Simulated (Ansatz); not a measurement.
Steps of a relaxation of C₂H₅BOSi, SMILES `BC1=C[SiH2]O1` with RKS PBE0-D4/def2-TZVP.

```sh
$ ansatz run in.yaml --threads 2 --pin off --events-out ev --progress --plain --max-ram 4352MiB
```

```yaml
crystal:
  periodic: [false, false, false]
  atoms:
    - {symbol: B, position_ang: [-1.070046, -0.361794, -1.673029]}
    - {symbol: C, position_ang: [-0.213148, -0.030661, -0.422571]}
    - {symbol: C, position_ang: [-0.147448, -0.686844, 0.791290]}
    - {symbol: Si, position_ang: [1.094664, 0.622526, 1.245960]}
    - {symbol: O, position_ang: [0.666559, 1.071527, -0.388253]}
    - {symbol: H, position_ang: [-1.013537, 0.321483, -2.674427]}
    - {symbol: H, position_ang: [-1.801681, -1.330127, -1.617109]}
    - {symbol: H, position_ang: [-0.699755, -1.581170, 1.102063]}
    - {symbol: H, position_ang: [2.541906, 0.251097, 1.386449]}
    - {symbol: H, position_ang: [0.725586, 1.672662, 2.252528]}
basis:
  gaussian: {orbitals: def2-TZVP}
hamiltonian: {xc: pbe0, dispersion: d4}
relax: {f_tol: 0.005, max_steps: 150}
```

Positions (Å) and forces (eV/Å) along the path, 7 of 7 steps:

```xyz
10
step=1 energy=-12748.2164 eV
B    -1.070   -0.362   -1.673   -0.131   -0.060   -0.176
C    -0.213   -0.031   -0.423    0.203   -0.251    0.838
C    -0.147   -0.687    0.791   -0.058    0.337   -0.672
Si    1.095    0.623    1.246   -0.358    0.070   -0.864
O     0.667    1.072   -0.388   -0.008   -0.592    0.954
H    -1.014    0.321   -2.674   -0.014   -0.270    0.413
H    -1.802   -1.330   -1.617    0.297    0.384   -0.008
H    -0.700   -1.581    1.102    0.303    0.519   -0.218
H     2.542    0.251    1.386   -0.317    0.088   -0.038
H     0.726    1.673    2.253    0.083   -0.224   -0.229
10
step=2 energy=-12748.2736 eV
B    -1.064   -0.362   -1.662   -0.039   -0.016   -0.055
C    -0.211   -0.033   -0.416    0.111   -0.047    0.309
C    -0.148   -0.682    0.783    0.028    0.128   -0.151
Si    1.087    0.618    1.238   -0.280    0.067   -0.696
O     0.665    1.064   -0.378    0.086   -0.250    0.589
H    -1.007    0.314   -2.649   -0.005   -0.076    0.113
H    -1.786   -1.318   -1.604    0.083    0.107   -0.002
H    -0.696   -1.566    1.084    0.072    0.133   -0.066
H     2.521    0.252    1.375   -0.073    0.012    0.001
H     0.723    1.660    2.233    0.017   -0.059   -0.042
10
step=3 energy=-12748.2891 eV
B    -1.059   -0.359   -1.654    0.008    0.009    0.000
C    -0.209   -0.033   -0.409   -0.055   -0.048   -0.036
C    -0.148   -0.681    0.782    0.030   -0.015    0.088
Si    1.080    0.618    1.222   -0.038    0.019   -0.110
O     0.667    1.060   -0.367    0.067    0.050    0.058
H    -1.001    0.313   -2.636    0.000    0.009   -0.015
H    -1.777   -1.311   -1.597   -0.009   -0.012    0.003
H    -0.694   -1.560    1.079   -0.020   -0.016   -0.016
H     2.508    0.250    1.364    0.016   -0.005    0.011
H     0.716    1.652    2.219    0.000    0.007    0.018
10
step=4 energy=-12748.2896 eV
B    -1.059   -0.359   -1.654    0.003    0.008    0.000
C    -0.209   -0.034   -0.409   -0.045   -0.054   -0.008
C    -0.147   -0.682    0.783    0.019    0.007    0.029
Si    1.079    0.619    1.219   -0.001    0.007   -0.013
O     0.668    1.061   -0.367    0.031    0.039    0.001
H    -1.001    0.314   -2.636    0.001    0.000   -0.001
H    -1.777   -1.311   -1.597   -0.001   -0.002    0.000
H    -0.695   -1.561    1.079   -0.009   -0.003   -0.016
H     2.508    0.250    1.365    0.002   -0.002    0.003
H     0.717    1.652    2.219    0.000    0.000    0.004
10
step=5 energy=-12748.2897 eV
B    -1.060   -0.359   -1.654    0.009   -0.001   -0.001
C    -0.210   -0.034   -0.408   -0.018   -0.019    0.002
C    -0.147   -0.682    0.784    0.010    0.011    0.003
Si    1.079    0.620    1.218    0.006    0.001    0.009
O     0.668    1.061   -0.367    0.003    0.008   -0.006
H    -1.001    0.314   -2.636   -0.001    0.001    0.002
H    -1.777   -1.312   -1.597   -0.002    0.001    0.000
H    -0.696   -1.561    1.078   -0.004   -0.001   -0.007
H     2.508    0.250    1.365   -0.001    0.000   -0.001
H     0.717    1.652    2.220    0.000   -0.001   -0.001
10
step=6 energy=-12748.2897 eV
B    -1.058   -0.360   -1.655   -0.013    0.011    0.007
C    -0.210   -0.035   -0.408    0.009   -0.003   -0.002
C    -0.147   -0.681    0.785    0.000    0.003   -0.002
Si    1.080    0.621    1.218    0.001    0.000    0.006
O     0.668    1.061   -0.367   -0.006   -0.004   -0.003
H    -1.001    0.314   -2.636    0.005   -0.004   -0.001
H    -1.778   -1.311   -1.597    0.004   -0.003   -0.003
H    -0.696   -1.561    1.078    0.000    0.000   -0.001
H     2.508    0.250    1.365   -0.001    0.000   -0.001
H     0.717    1.652    2.220    0.000    0.000   -0.001
10
step=7 energy=-12748.2897 eV
B    -1.059   -0.360   -1.654    0.000    0.000   -0.001
C    -0.210   -0.036   -0.408   -0.003   -0.001   -0.005
C    -0.147   -0.682    0.785    0.005    0.004    0.003
Si    1.080    0.621    1.218   -0.003   -0.003    0.000
O     0.668    1.061   -0.367    0.001   -0.001    0.003
H    -1.000    0.315   -2.635    0.000   -0.001    0.000
H    -1.777   -1.312   -1.599    0.000    0.000    0.000
H    -0.696   -1.561    1.078    0.000    0.000    0.000
H     2.508    0.250    1.365    0.000    0.000    0.000
H     0.717    1.652    2.219    0.000    0.000    0.000
```

Run time 16 s (2 threads of an AMD EPYC 9R45 on a shared host); peak host memory 0.47 GiB.
